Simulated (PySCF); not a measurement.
An unknown is described by computed data only.

Elements present: C, F, H, O and S. Monoisotopic mass: 199.9567 u.

- 1H NMR: chemical shifts (computed TMS as zero) by class: 5.34 (1 H) ppm [GIAO PBE0/pcSseg-1]
- NMR, other nuclei: isotropic shieldings of nuclei other than C and H, by class: 116 (2 O), 156 (1 O), 259 (3 F), 300 (2 F), 211 (1 S) ppm [GIAO PBE0/pcSseg-1]
- 13C NMR: chemical shifts (computed TMS as zero) by class: 126.4 (1 C), 122.5 (1 C) ppm [GIAO PBE0/pcSseg-1]
- Dipole: 2.92 D [PBE0/pcSseg-1]
- Rotational structure: rotational constants A, B, C: 1.580, 0.858, 0.798 GHz [GFN2-xTB]

The electronic properties come from PySCF, for the isolated species, density fitting. Levels stand in brackets. Isolated species at its GFN2-xTB geometry (one conformer only). NMR classes are plain means over equivalent atoms (diastereotopic ones count apart unless rotation or inversion swaps them), as if these changed places fast.

Question: Which formula fits the mass and the elements?

Answer: C2HF5O3S (calculated 199.9567). No other formula that holds each of these elements comes within 0.0003 u with a fitting electron parity and a possible valence count.

Question: What is the compound? Reason from the data.

Answer: Numbering: `[O:1]=[S:2](=[O:3])([OH:4])[C:5]([F:6])([F:7])[C:8]([F:9])([F:10])[F:11]`. 2 carbons fall into 2 classes; from least to most shielded: CF3 carbon [C8] (126.4 ppm), CF2 carbon [C5] (122.5 ppm). The one hydrogen (5.34 ppm): hydroxyl hydrogen. The other shieldings belong to: 116 ppm, sulfonyl oxygen [O1/O3]; 156 ppm, hydroxyl oxygen [O4]; 259 ppm, fluorine of a CF3 group [F9/F10/F11]; 300 ppm, fluorine of a CF2 group [F6/F7]; 211 ppm, sulfonyl sulfur [S2]. The optimised geometry has point group C1 and is an asymmetric top. Structure: `FC(F)(F)C(F)(F)S(=O)(O)=O`. The assignments are read from this structure; whether some other isomer fits the data as well wasn't checked.

The values belong to the conformer `[O:1]=[S:2](=[O:3])([OH:4])[C:5]([F:6])([F:7])[C:8]([F:9])([F:10])[F:11]`: O1–S2–C5–F6 157°, S2–C5–C8–F9 -82°, H–O4–S2–O1 -15°.
